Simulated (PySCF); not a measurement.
B3LYP has the VWN-RPA correlation part, as in Gaussian. 

# F₂Ga, SMILES `[F][Ga][F]` (charge 0, multiplicity 2)

Calculation: B3LYP-D3(BJ)/def2-TZVP in PySCF.

The highest occupied spin orbital is -7.59 eV and the dipole moment comes out as 2.49 D. The total energy comes out as -57816.94 eV and the cost is about 80 core-seconds (a rough figure).

Bonds (Å): F1–Ga2 1.770, Ga2–F3 1.770. Bond angles (°): F1–Ga2–F3 117.2.
Charge 0, spin multiplicity 2.
